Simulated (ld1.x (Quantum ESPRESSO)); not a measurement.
tellurium (Te): one change to a PAW potential, before and after

- Element: tellurium
- Generator: ld1.x (Quantum ESPRESSO) 7.5
- Type: PAW
- Functional: LDA (PZ)
- Relativity: scalar-relativistic
- Frozen core: [Kr]
- Valence charge: 16
- Reference configuration: 4d10 5s2 5p3.5 (charge +0.5)
- Partial waves: 5s (bound): rcut 1.35, rcutus 1.70 bohr; 5s channel at 2.95 Ry: rcut 1.35, rcutus 1.70 bohr; 5p (bound): rcut 1.55, rcutus 1.85 bohr; 5p channel at 0.25 Ry: rcut 1.55, rcutus 1.85 bohr; 4d (bound): rcut 1.30, rcutus 1.60 bohr; 4d channel at -1.4 Ry: rcut 1.30, rcutus 1.60 bohr
- Local potential: all-electron potential smoothed inside 1.55 bohr (lloc = -2)
- Core correction: Bessel-smoothed model core inside 1.65 bohr
- Augmentation charge: BESSEL, radius 1.10 bohr

All-electron outer shells of the reference configuration (LDA (PZ), scalar-relativistic, ld1.x):

| shell | level (eV) | outermost node (bohr) | outermost maximum (bohr) |
| --- | --- | --- | --- |
| 4s | -168.35 | 0.38 | 0.70 |
| 4p | -118.55 | 0.38 | 0.74 |
| 4d | -46.04 | 0.36 | 0.81 |
| 5s | -19.41 | 0.91 | 1.77 |
| 5p | -9.87 | 1.00 | 2.11 |

Change: local potential all-electron potential smoothed inside 1.04 bohr (lloc = -2).

Cutoffs: the cutoffs (Ry, on a coarse ladder) from which the occupation-weighted sum of valence levels, in a spherical-Bessel basis at the reference potential, stays within 10 and 1 mRy of its value at 400 Ry; they do not see the model core or the augmentation charge, which bear on the density cutoff. Errors are all-electron minus pseudo energies relative to the spin-unpolarised reference configuration.

Question: What does the change do?

Answer: The potential gets softer (55 Ry and 100 Ry → 50 Ry and 90 Ry); a bound ghost appears in p, s, which as a rule spoils a file; of the 9 tests that both files solve, the error grows in 0 and shrinks in 1 by more than 15 % and 0.3 meV (median size 1.5 → 1.5 meV); the range in which the p phases agree widens (upper end 3.0 → at the end of the scan); the range in which the d phases agree narrows (upper end at the end of the scan → 0.9). A state that the projectors do not describe sees the local part alone, so a deeper or shallower local part can create or remove a ghost.

| quantity | base | changed |
| --- | --- | --- |
| cutoff, loose | 55 Ry | 50 Ry |
| cutoff, tight | 100 Ry | 90 Ry |
| loose cutoff by channel (10 mRy a level) | s 12 Ry, p 6 Ry, d 35 Ry | s 8 Ry, p 6 Ry, d 35 Ry |
| bound ghosts | none | s, p |
| error for 4d10 5s2 5p4, meV [ΔE -3.98 eV] | +1.1 | +1.1 |
| error for 4d10 5s2 5p3, meV [ΔE 5.93 eV] | -1.6 | -1.6 |
| error for 4d10 5s2 5p2, meV [ΔE 24.10 eV] | -6.9 | -6.9 |
| error for 4d10 5s2 5p4.3, meV [ΔE -5.50 eV] | +1.5 | +1.5 |
| error for 4d10 5s2 5p1, meV [ΔE 51.34 eV] | -17 | -16 |
| error for 4d10 5s1 5p5, meV [ΔE 5.37 eV] | +0.3 | +0.2 |
| error for 4d9 5s2 5p5, meV [ΔE 34.17 eV] | -120 | -99 |
| error for 4d10 5s2 5p3.5 (spin-polarised), meV [ΔE -0.82 eV] | -0.2 | -0.1 |
| error for 4d10 5s2 5p4 (spin-polarised), meV [ΔE -4.46 eV] | +1.1 | +1.0 |
| s: phases at 2.00 bohr within 0.05 rad from the reference energy up to (Ry; the scan ends near 5) | to the end of the scan | to the end of the scan |
| p: phases at 2.00 bohr within 0.05 rad from the reference energy up to (Ry; the scan ends near 5) | 3.0 | to the end of the scan |
| d: phases at 2.00 bohr within 0.05 rad from the reference energy up to (Ry; the scan ends near 5) | to the end of the scan | 0.9 |
| lowest overlap eigenvalue by channel | s 0.60, p 0.57, d 0.16 | s 0.59, p 0.54, d 0.13 |

 A true bound ghost makes a file unfit for plane-wave use even where its test errors are small: the radial tests pick states by their node count and pass the ghost by.
